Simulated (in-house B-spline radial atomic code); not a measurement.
Radial electron density of the molybdenum ion Mo⁶⁺, [Ar] 3d10 4s2 4p6. Method: non-relativistic LC-wPBE, spin-polarised, spherical fractional occupations, exact exchange averaged over the configuration, point nucleus. Calculated with a B-spline radial code for spherical atoms.

Columns: r (bohr), 4πr²n(r) (electrons per bohr), bar.

```
 0.00151    1.305 #
 0.00183    1.866 #
 0.00222    2.657 ##
 0.00269     3.75 ###
 0.00327    5.278 ####
 0.00396    7.305 #####
  0.0048       10 #######
 0.00582     13.5 #########
 0.00706    17.91 ############
 0.00856    23.22 ################
  0.0104     29.4 ####################
  0.0126    35.94 #########################
  0.0153    42.41 #############################
  0.0185    47.75 #################################
  0.0224    51.22 ###################################
  0.0272    52.06 ####################################
   0.033    50.26 ##################################
  0.0399    47.06 ################################
  0.0484    44.62 ##############################
  0.0587    45.52 ###############################
  0.0712    50.86 ###################################
  0.0863    58.72 ########################################
   0.105    64.44 ############################################
   0.127    63.15 ###########################################
   0.154    54.64 #####################################
   0.186    44.81 ###############################
   0.226    40.79 ############################
   0.274    44.74 ###############################
   0.332    49.56 ##################################
   0.403    46.35 ################################
   0.488    34.14 #######################
   0.592    20.33 ##############
   0.718    12.44 ########
    0.87    10.63 #######
    1.06    9.995 #######
    1.28    7.444 #####
    1.55    3.894 ###
    1.88    1.355 #
    2.28   0.3028 
    2.76  0.04121 
    3.35 0.002928 
    4.06 0.0001049
```

On this grid the curve has 3 maxima, near 0.0272, 0.105, 0.332 bohr.

The 4s down radial function P(r) = rR(r), positive near the nucleus:

```json
{"r (bohr)": "0.000476", "P": "0.01436"}
{"r (bohr)": "0.0007", "P": "0.02092"}
{"r (bohr)": "0.00103", "P": "0.03035"}
{"r (bohr)": "0.00151", "P": "0.04359"}
{"r (bohr)": "0.00222", "P": "0.06217"}
{"r (bohr)": "0.00327", "P": "0.0875"}
{"r (bohr)": "0.0048", "P": "0.1201"}
{"r (bohr)": "0.00706", "P": "0.1595"}
{"r (bohr)": "0.0104", "P": "0.2008"}
{"r (bohr)": "0.0153", "P": "0.2309"}
{"r (bohr)": "0.0224", "P": "0.2261"}
{"r (bohr)": "0.033", "P": "0.1512"}
{"r (bohr)": "0.0484", "P": "-0.01777"}
{"r (bohr)": "0.0712", "P": "-0.2512"}
{"r (bohr)": "0.105", "P": "-0.396"}
{"r (bohr)": "0.154", "P": "-0.2221"}
{"r (bohr)": "0.226", "P": "0.2818"}
{"r (bohr)": "0.332", "P": "0.6163"}
{"r (bohr)": "0.488", "P": "0.1708"}
{"r (bohr)": "0.718", "P": "-0.7588"}
{"r (bohr)": "1.06", "P": "-1.114"}
{"r (bohr)": "1.55", "P": "-0.6385"}
{"r (bohr)": "2.28", "P": "-0.1473"}
{"r (bohr)": "3.35", "P": "-0.0108"}
```
